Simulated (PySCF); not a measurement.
## Computed properties of Pb(Br)(NH2) (BrH2NPb), SMILES [NH2][Pb][Br]

Pb(Br)(NH2) (BrH2NPb), SMILES [NH2][Pb][Br] (connectivity only; charge and spin as stated), neutral, multiplicity 1. The structure is a stationary point at r2SCAN-D4/def2-SVP. The def2 effective core potentials stand for the cores of Pb; spin–orbit coupling is left out. One conformer was computed; it need not be the lowest. All values are computed for the isolated molecule unless a solvent is named; none is compared with measurement here.

**Structure.** The optimised structure has Cs symmetry. All 9 harmonic modes at r2SCAN-D4/def2-SVP (PySCF) are real, so it is a minimum. With heavy atoms numbered as in [Pb:1]([Br:2])[NH2:3], the shortest bond between them is Pb1–N3 at 2.133 Å and the longest Pb1–Br2 at 2.659 Å.

**Vibrations.** The strongest infrared lines (harmonic, unscaled, degenerate partners summed) lie at 306 cm⁻¹ (196 km/mol, H 83 %, N 17 %), 547 cm⁻¹ (57 km/mol, N 75 %, H 19 %), 3528 cm⁻¹ (24 km/mol, H 96 %). The softest mode is at 121 cm⁻¹ and the zero-point energy is 15.5 kcal/mol.

**Electronic structure.** PBE0/def2-TZVPD (PySCF) places the frontier levels at -7.20 and -2.34 eV, a gap of 4.86 eV, and gives a dipole moment of 4.20 D and a mean polarisability of 79.5 bohr³.

**Excitations.** TDA-M06-2X/def2-SVPD (PySCF) has S1 at 4.38 eV (283 nm, f = 0.018, weak); the most intense of the 10 singlets computed lies at 6.51 eV (f = 0.54). T1 (TDA) is at 3.46 eV, 0.92 eV under S1. No vertical singlet excitation falls in the visible range (under 3.1 eV).
